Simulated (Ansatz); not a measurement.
Program: Ansatz 0.2.0.

A structure relaxed at PBE0-D4/def2-TZVP, charge 0, multiplicity 1:

| atom | x (Å) | y (Å) | z (Å) |
| --- | --- | --- | --- |
| C1 | -0.080 | -0.367 | 1.095 |
| In2 | 0.094 | 0.343 | -0.907 |
| Cl3 | 1.374 | 2.222 | -1.420 |
| I4 | -1.051 | -0.727 | -3.046 |
| H5 | -1.131 | -0.362 | 1.381 |
| H6 | 0.299 | -1.388 | 1.141 |
| H7 | 0.495 | 0.279 | 1.756 |

Question: Give its formula and SMILES.

Answer: CH3ClIIn, `[CH3][In]([Cl])[I]`.

Question: Point group (tolerance 0.08 Å, 0.16 Å for H)?

Answer: Cs.

Question: Summarise the bond lengths by kind.

Answer: 1 × C–In 2.131 Å; 3 × C–H 1.089 to 1.090 Å; 1 × Cl–In 2.331 Å; 1 × I–In 2.651 Å.
